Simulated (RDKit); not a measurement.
RDKit input (UFF):

```python
from rdkit import Chem
from rdkit.Chem import AllChem, rdDetermineBonds

mol = Chem.MolFromXYZFile('mol.xyz')
rdDetermineBonds.DetermineBonds(mol, charge=0)
print('SMILES', Chem.MolToSmiles(Chem.RemoveHs(mol)))
ff = AllChem.UFFGetMoleculeForceField(mol)
e0 = ff.CalcEnergy()
flag = ff.Minimize(maxIts=5000, forceTol=1e-5)
print(f'energy {e0:.4f} -> {ff.CalcEnergy():.4f} kcal/mol, converged: {flag == 0}')
print(Chem.MolToXYZBlock(mol))
```
mol.xyz:
```
6

B     -0.77657967     0.03230627    -0.00413419
N      0.60979542    -0.02536793     0.00324630
H     -1.39837774    -0.98543134    -0.02544751
H     -1.31189213     1.09818051     0.01101914
H      1.19719081     0.79223349     0.02089926
H      1.12740949    -0.88893853    -0.00852404
```

Task: Which steric energies does it print, before and after the minimisation?

Result: 18.57 and 0.03 kcal/mol. They count from the force field's own zero for this bonding and are no heats of formation.
